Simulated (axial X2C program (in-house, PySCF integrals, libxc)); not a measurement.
## Ω levels of NSmN⁻ from open-shell CI on f(δφ)2 s1 f(π)0

Calculated with an axial X2C code built on PySCF integrals: two-component X2C with atomic mean-field Coulomb and Gaunt terms, basis N dyall-v2z, Sm dyall-v2z (cores contracted in-house). Orbitals come from Hartree–Fock averaged over the configuration Sm f(δφ)2 s1 f(π)0; CI then distributes these electrons over the f(δφ), s, f(π) shells of Sm.

N–Sm–N held linear, both bonds 1.668 Å (near the minimum of the configuration average).

Active spinors (ω > 0):

| shell | ω | ε (eV) | character |
| --- | --- | --- | --- |
| f(δφ) | 5/2 | 3.61 | 100% Sm f |
| f(δφ) | 3/2 | 3.66 | 99% Sm f |
| f(δφ) | 7/2 | 4.34 | 100% Sm f |
| f(δφ) | 5/2 | 4.51 | 100% Sm f |
| s | 1/2 | 2.51 | 79% Sm s, 13% Sm d, 6% N p |
| f(π) | 1/2 | 8.23 | 50% Sm p, 34% Sm f, 14% N p |
| f(π) | 3/2 | 10.45 | 60% Sm f, 28% Sm p, 10% N p |

Lowest levels of this model:

```
   Ω  energy (cm⁻¹)     g∥      configuration
 7/2              0   4.11     100% f(δφ)2 s1
 9/2            182   8.11     100% f(δφ)2 s1
11/2           4304  12.04     100% f(δφ)2 s1
 9/2           4324   8.03     100% f(δφ)2 s1
 1/2           5348   2.01     100% f(δφ)2 s1
13/2           7383  15.95     100% f(δφ)2 s1
11/2           7592  11.94     100% f(δφ)2 s1
 3/2           7847   5.44     100% f(δφ)2 s1
 1/2           7997   1.41     100% f(δφ)2 s1
 1/2          15178   1.25     100% f(δφ)2 s1
 3/2          15193   4.42     100% f(δφ)2 s1
 1/2          15307   1.30     100% f(δφ)2 s1
 5/2          15617   7.93     100% f(δφ)2 s1
 3/2          15832   3.94     100% f(δφ)2 s1
 1/2          17906   1.90     100% f(δφ)2 s1
 1/2          19866   1.99     100% f(δφ)2 s1
 3/2          23802   4.14     100% f(δφ)2 s1
 9/2          23848   6.36  100% f(δφ)2 f(π)1
13/2          27334  14.06     100% f(δφ)2 s1
11/2          27342  10.06     100% f(δφ)2 s1
```

g∥ is the magnitude of 2⟨Lz + ge Sz⟩ for the +Ω component.

Problem. From Ω and g∥ of the lowest level, whose 2⟨Lz + ge Sz⟩ is positive, find ⟨Sz⟩ and ⟨Lz⟩ (ge = 2.0023).

Solution. Ω = ⟨Lz⟩ + ⟨Sz⟩ = 7/2 and ⟨Lz⟩ + ge⟨Sz⟩ = 2.055, so ⟨Sz⟩ = -1.44 and ⟨Lz⟩ = 4.94.

Occupations of the active spinors in the lowest level by ω, shell by shell in order of energy: -7/2: 0.00; -5/2: 0.00 0.00; -3/2: 0.00 0.00; -1/2: 1.00 0.00; 1/2: 0.00 0.00; 3/2: 1.00 0.00; 5/2: 0.79 0.21; 7/2: 0.00. The leading determinant has weight 0.79 among 26.

This point took 1.5 s on 1 thread of Arm Neoverse V2, with other jobs on the host.

Dynamic correlation is missing, so gaps between terms are too wide and other configurations may lie lower; the lowest level listed is that of this model, not necessarily the ground state. At most 6 roots were kept for each Ω > 0 (twice that for Ω = 0) within 3.5 eV of the lowest, so higher up levels can be missing between those listed; levels with Ω > 0 are doubly degenerate and listed once, Ω = 0 levels singly. Some active spinors are only partly of the character that their shell is named for, so the shell names and counts are nominal. States that fill the shells left empty in the average are placed too high. For an anion, levels above electron detachment are held by the basis set. The molecule was held linear; bending was not examined.
